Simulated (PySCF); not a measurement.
C2H3AlClNO (SMILES [CH3][Al]([Cl])[N]=C=O), singlet, at a GFN2-xTB geometry (such geometries of metal compounds can be far from the true shape). Base run: PySCF with PBE0/6-31G, polarisability.

PySCF was given this input:
```python
from pyscf import gto, scf, dft
from pyscf.prop import polarizability

mol = gto.Mole()
mol.atom = '''
    Al   -0.44870465    0.45419121   -0.32474530
    Cl   -2.08696106   -0.72893856   -0.26798435
    C    -0.25914907    2.28165428   -1.06361122
    H     0.54607372    2.31960644   -1.80045101
    H     0.00990902    2.99306762   -0.27956671
    H    -1.17071318    2.64482387   -1.54307975
    N     1.02568512   -0.27789590    0.40553041
    C     2.03474774   -0.70609427    0.87746027
    O     3.01160515   -1.12226463    1.33483911
'''
mol.basis = '6-31g'
mol.verbose = 3
mol.build()

mf = dft.RKS(mol)
mf.xc = 'pbe0'
mf.kernel()
alpha = mf.Polarizability().polarizability()[2, 2]
print('alpha_zz =', alpha)
```

The base run was repeated with changes; each row names its change, and settings that it needs were set with it.

```json
[
 {"change": "base", "alpha_zz (bohr³)": "40.25", "basis functions": "68", "core-seconds (rough)": "30"},
 {"change": "basis = 6-31+G*", "alpha_zz (bohr³)": "49.52", "basis functions": "122", "core-seconds (rough)": "70"},
 {"change": "finite field (a.u.) = 0.001; conv_tol = 1e-11", "alpha_zz (bohr³)": "40.25", "basis functions": "68", "core-seconds (rough)": "30"},
 {"change": "finite field (a.u.) = 0.02; conv_tol = 1e-11", "alpha_zz (bohr³)": "40.44", "basis functions": "68", "core-seconds (rough)": "40"},
 {"change": "finite field (a.u.) = 0.05; conv_tol = 1e-11", "alpha_zz (bohr³)": "41.59", "basis functions": "68", "core-seconds (rough)": "40"},
 {"change": "basis = cc-pVDZ", "alpha_zz (bohr³)": "46.14", "basis functions": "107", "core-seconds (rough)": "60"},
 {"change": "finite field (a.u.) = 0.005; conv_tol = 1e-11", "alpha_zz (bohr³)": "40.26", "basis functions": "68", "core-seconds (rough)": "40"},
 {"change": "functional = hf", "alpha_zz (bohr³)": "36.60", "basis functions": "68", "core-seconds (rough)": "3"},
 {"change": "functional = pbe", "alpha_zz (bohr³)": "___", "basis functions": "68", "core-seconds (rough)": "40"},
 {"change": "basis = def2-SVP", "alpha_zz (bohr³)": "___", "basis functions": "107", "core-seconds (rough)": "50"},
 {"change": "functional = camb3lyp", "alpha_zz (bohr³)": "39.44", "basis functions": "68", "core-seconds (rough)": "70"},
 {"change": "basis = 6-31G*", "alpha_zz (bohr³)": "43.84", "basis functions": "98", "core-seconds (rough)": "60"}
]
```

Complete the blanks.


- functional = pbe, alpha_zz (bohr³): 42.38
- basis = def2-SVP, alpha_zz (bohr³): 43.52

Finite-field rows take the second difference of the energy in a field along z; a small field with loose convergence shows SCF noise divided by the square of the field, and a large one adds hyperpolarisability.
